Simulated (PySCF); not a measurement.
Two-component Hartree-Fock for Ti¹⁷⁺ (titanium, charge +17)

Start: [He] 2s2 2p1; 2p3/2 filled at m_j = +3/2. Calculated with PySCF 2.14 in an uncontracted even-tempered set (17 s from 3.8 bohr⁻², ratio 2.4; 11 p from 4.9 bohr⁻², ratio 2.4; 5 d from 17 bohr⁻², ratio 2.6; 4 f from 26 bohr⁻², ratio 2.6): generalised Hartree-Fock with the X2C-1e Hamiltonian and a Gaussian nucleus; one run each with spin-orbit coupling (SO) screened by Boettger's factors, then bare. This is a chosen level, not necessarily the ground level.

```
spinor shell  electrons  ε, screened SO (eV)  ε, bare SO (eV)  weight of nominal j (bare SO)  rms radius, bare SO (bohr)
       1s1/2          2              -5904.0          -5904.0                          1.000                      0.0796
       2s1/2          2              -1260.7          -1260.7                          1.000                       0.319
       2p3/2          1              -1215.7          -1215.4                          1.000                       0.279
```

| quantity | screened SO | bare SO |
| --- | --- | --- |
| E (hartree) | -619.61347 | -619.60467 |
| M_J | 3/2 | 3/2 |
| ⟨J²⟩ | 3.750 | 3.750 |
| ⟨L²⟩ | 2.000 | 2.000 |
| ⟨S²⟩ | 0.750 | 0.750 |

Each row is a mean over spinors that exchange with the open shell spreads, by up to 16.969 eV (2s1/2).
